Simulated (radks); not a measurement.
Task: These are the eigenvalues of the occupied orbitals of an atom or ion with whole-number occupations (hartree). Method: Dirac Kohn-Sham, PBE, spin-unpolarised, spherical densities, finite nucleus; Fermi nuclear charge, rms radius of each element as measured or else 0.836 A^(1/3) + 0.57 fm; computed with a radial shooting solver on a logarithmic mesh with Libxc functionals.

1s1/2: -328.8042
2s1/2: -42.72873
2p1/2: -37.88132
2p3/2: -37.12879
3s1/2: -7.68207
3p1/2: -6.15545
3p3/2: -6.05194
3d3/2: -3.51040
3d5/2: -3.49603

Which element is it, and in what charge state? The configuration may be excited. Open shells, if any, fill j = l - 1/2 first.

Result: Z = 29, copper, charge +5: Cu5+ in [Ar] 3d6. The list shows which subshells hold electrons but not how many an open one holds; the 1s level, -328.8 hartree, gives Z - s = 25.6 by -(Z - s)^2/2, which with screening and relativity narrows Z to a few neighbours, and the depths of the outer levels then fix element, charge and occupations together.
